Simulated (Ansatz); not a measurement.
A structure relaxed at r2SCAN-D4/def2-SVPD in Ansatz, charge -1, doublet:

| atom | x (Å) | y (Å) | z (Å) |
| --- | --- | --- | --- |
| S1 | -0.1771 | 0.9973 | 0.8313 |
| S2 | 0.7414 | 0.0964 | -2.2316 |
| S3 | 1.0077 | -2.0810 | 0.4386 |
| S4 | -0.0369 | -1.6884 | -1.3735 |
| S5 | -0.3675 | 1.6979 | -1.6359 |
| S6 | -1.1639 | 2.2565 | 1.9568 |
| S7 | -0.0038 | -1.2786 | 2.0142 |

(1) Give its formula and point group.

(2) Summarise the bond lengths by kind (pairs closer than 1.2 times the sum of covalent radii, bridged metal pairs left out).

Answers

(1) the cluster S7⁻. Point group Cs (tolerance 0.1 Å).

(2) 5 × S–S 1.96 to 2.13 Å.

The relaxation made no stability test and no search for a lower SCF solution. Another isomer (doublet) lies 0.39 eV lower at PBE0-D4/def2-TZVPD; other spin states weren't run for this one.
